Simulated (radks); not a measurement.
Dy60+, configuration [He] 2s2 2p2. Calculated with a radial shooting solver on a logarithmic mesh with Libxc functionals: scalar-relativistic Kohn-Sham, PBE, spin-unpolarised, spherical densities, point nucleus.

Unscreened Slater integrals over Kohn-Sham orbitals (hartree).

integral    value
F0(2p,2p)  12.014
F2(2p,2p)  5.7240
F0(2p,2s)  11.056
G1(2p,2s)  6.2502
F0(2p,1s)  16.275
G1(2p,1s)  3.2281
F0(2s,2s)  10.459
F0(2s,1s)  14.770
G0(2s,1s)  1.5383
F0(1s,1s)  45.001

Derived for the open shells (J is the average intra-shell exchange parameter used in DFT+U). 2p: J = F2/5 = 1.145 hartree.
